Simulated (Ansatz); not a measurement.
`C=C([SiH3])CC`, relaxed with RKS PBE-D4/def2-SVP in Ansatz 0.2.0 from a rough embedded geometry. The force threshold is 0.03 eV/Å; the program also tests the step.

Total charge 0; spin multiplicity 1.

Start:

```xyz
15

C     0.981    0.640   -1.486
C     0.543   -0.026   -0.396
Si    1.598   -0.419    1.137
C    -0.922   -0.497   -0.421
C    -1.862    0.360    0.355
H     0.441    0.860   -2.331
H     2.045    1.037   -1.498
H     1.513   -1.823    1.379
H     3.007    0.016    0.840
H     1.043    0.329    2.259
H    -1.214   -0.672   -1.448
H    -0.918   -1.545    0.009
H    -1.807    1.362   -0.057
H    -2.836   -0.050    0.259
H    -1.610    0.430    1.399
```

```csv
step,energy (eV),largest force (eV/Å),largest move (Å)
1,-12171.9732,3.581,0.000
2,-12172.3817,1.280,0.064
3,-12172.4182,0.412,0.200
4 (rejected),-12172.4147,0.880,0.174
5,-12172.4405,0.187,0.087
6,-12172.4461,0.052,0.029
7,-12172.4470,0.055,0.014
8 (rejected),-12172.4469,0.081,0.022
9,-12172.4474,0.016,0.011
```

End:

```xyz
15

C     1.089    0.571   -1.512
C     0.519   -0.045   -0.452
Si    1.551   -0.336    1.105
C    -0.925   -0.508   -0.481
C    -1.853    0.331    0.413
H     0.524    0.744   -2.447
H     2.133    0.924   -1.497
H     1.583   -1.807    1.439
H     2.955    0.153    0.876
H     0.983    0.374    2.308
H    -1.295   -0.482   -1.529
H    -0.978   -1.572   -0.158
H    -1.849    1.394    0.098
H    -2.897   -0.039    0.360
H    -1.540    0.299    1.477
```

It took 8.5 s on 4 threads of an Intel Xeon Platinum 8488C on a shared host, with 0.19 GiB of host memory at the peak.
